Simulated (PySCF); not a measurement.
Compound: C₅H₈F₄.
Z-matrix (Å and degrees, GFN2-xTB geometry), rows numbered from 1:
```
C 
C   1  1.5198
F   2  1.3832  1  108.16
C   2  1.5403  1  114.88  3   119.22
C   4  1.5304  2  110.62  1  -177.18
C   4  1.5228  2  110.95  1    61.50
F   6  1.3426  4  112.51  2    49.70
F   6  1.3427  4  113.32  2   -71.01
F   6  1.3403  4  111.99  2   169.58
H   1  1.0874  2  108.82  3    50.24
H   1  1.0874  2  110.50  3   -68.96
H   1  1.0850  2  110.83  3   169.77
H   2  1.0982  1  111.02  3  -115.36
H   4  1.0955  2  108.95  1   -56.18
H   5  1.0861  4  109.37  2    55.77
H   5  1.0867  4  110.63  2   175.68
H   5  1.0881  4  110.28  2   -63.88
```

The closed-shell SCF was solved with PySCF and density fitting under several settings on one GFN2-xTB geometry (grid level 2 and gas phase unless stated).

| settings | basis functions | SCF cycles | E (Eh) | HOMO (eV) | LUMO (eV) | dipole (D) |
| --- | --- | --- | --- | --- | --- | --- |
| PBE0/pcSseg-1 | 193 | 12 | -594.0807 | -9.56 | 1.64 | 0.60 |
| PBE0/def2-SVPD | 256 | 12 | -593.7251 | -9.65 | 0.72 | 0.66 |

Estimate the row for these settings: PBE0/6-31++G**.

| settings | basis functions | SCF cycles | E (Eh) | HOMO (eV) | LUMO (eV) | dipole (D) |
| --- | --- | --- | --- | --- | --- | --- |
| PBE0/6-31++G** | 210 | 12 | -594.1621 | -9.59 | 0.07 | 0.64 |

Over all rows, what range does the HOMO–LUMO gap span?

From 9.66 eV (PBE0/6-31++G**) to 11.20 eV (PBE0/pcSseg-1).

And the dipole moment?

From 0.60 D (PBE0/pcSseg-1) to 0.66 D (PBE0/def2-SVPD); the largest is 1.10 times the smallest, and the median is 0.64 D.

Compare two rows with the functional PBE0: PBE0/pcSseg-1 and PBE0/def2-SVPD. Which energy is lower, and by how much?

PBE0/pcSseg-1 (193 functions) lies 0.3556 Eh or 223 kcal/mol below PBE0/def2-SVPD (256 functions). The smaller set gives the lower energy; the two sets aren't nested, so the variational bound doesn't order them by size.

Whole jobs, the steps after the SCF included, on an x86-64 server with one thread, no GPU, shared host:

```json
{"settings": "PBE0/pcSseg-1", "work after the SCF": "shieldings, charges and field gradients", "wall time": "23 s"}
{"settings": "PBE0/def2-SVPD", "work after the SCF": "6 singlets by full TDDFT, 2 Tamm–Dancoff triplets, polarisability", "wall time": "45 s"}
{"settings": "PBE0/6-31++G**", "work after the SCF": "shieldings, charges and field gradients", "wall time": "26 s"}
```

Cycle counts include a coarse-grid stage where the run had one. All basis functions are spherical, in the Pople sets too.

One conformer stands for the species.
